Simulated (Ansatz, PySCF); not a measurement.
Gas-phase reaction R1 + R2 → P1 + P2, each structure at its B3LYP-D3(BJ)/def2-TZVP stationary point, reached from a drawn start (curvature not checked).
R1, Cl4Ti (SMILES [Cl][Ti]([Cl])([Cl])[Cl]) (charge 0, multiplicity 1):
```tsv
atom	x (Å)	y (Å)	z (Å)
Cl	1.8807	-0.8057	0.7430
Ti	0.0000	0.0000	0.0000
Cl	-1.0517	-1.5356	-1.1287
Cl	-1.2303	0.6370	1.6790
Cl	0.4013	1.7043	-1.2932
```
P1, Cl3FTi (SMILES [F][Ti]([Cl])([Cl])[Cl]) (charge 0, multiplicity 1):
```json
[
 {"atom": "F", "x (Å)": "0.0333", "y (Å)": "-0.0221", "z (Å)": "1.8283"},
 {"atom": "Ti", "x (Å)": "0.0016", "y (Å)": "-0.0011", "z (Å)": "0.0840"},
 {"atom": "Cl", "x (Å)": "-1.1274", "y (Å)": "-1.7202", "z (Å)": "-0.6383"},
 {"atom": "Cl", "x (Å)": "2.0424", "y (Å)": "-0.0943", "z (Å)": "-0.6762"},
 {"atom": "Cl", "x (Å)": "-0.9498", "y (Å)": "1.8378", "z (Å)": "-0.5979"}
]
```
P2: HCl (SMILES Cl), charge 0, multiplicity 1.
R2: HF (SMILES F), charge 0, multiplicity 1.

P less R. No zero-point or thermal terms; no spin–orbit coupling.

Codes used: Ansatz (a quantum-chemistry and plane-wave program) with Gaussian orbitals; PySCF for the D3/D4 terms. No computed number here is a measurement.

One of these levels gives -0.208 eV for the reaction energy. Which one is it?
A. HF/def2-QZVPP
B. PBE-D4/def2-TZVPP
C. r2SCAN-D4/def2-TZVPP
D. BHLYP/def2-TZVPP

B, PBE-D4/def2-TZVPP. The others give -0.322 (HF/def2-QZVPP), -0.234 (r2SCAN-D4/def2-TZVPP), -0.265 (BHLYP/def2-TZVPP)
